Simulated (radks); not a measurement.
Values are calculated unless marked as measured or tabulated.
Task: These are the eigenvalues of the occupied orbitals of an atom or ion with whole-number occupations (eV). Code: a radial shooting solver on a logarithmic mesh with Libxc functionals. Model: Dirac Kohn-Sham, PBE, spin-unpolarised, spherical densities, finite nucleus; Fermi nuclear charge, rms radius of each element as measured or else 0.836 A^(1/3) + 0.57 fm.

1s1/2: -384.6959
2s1/2: -18.5777
2p1/2: -7.0978
2p3/2: -7.0787

Which element is it, and in what charge state? The configuration may be excited. Open shells, if any, fill j = l - 1/2 first.

Result: Z = 7, nitrogen, charge 0: N in [He] 2s2 2p3. The list shows which subshells hold electrons but not how many an open one holds; the 1s level, -14.137 hartree, gives Z - s = 5.3 by -(Z - s)^2/2, which with screening and relativity narrows Z to a few neighbours, and the depths of the outer levels then fix element, charge and occupations together.
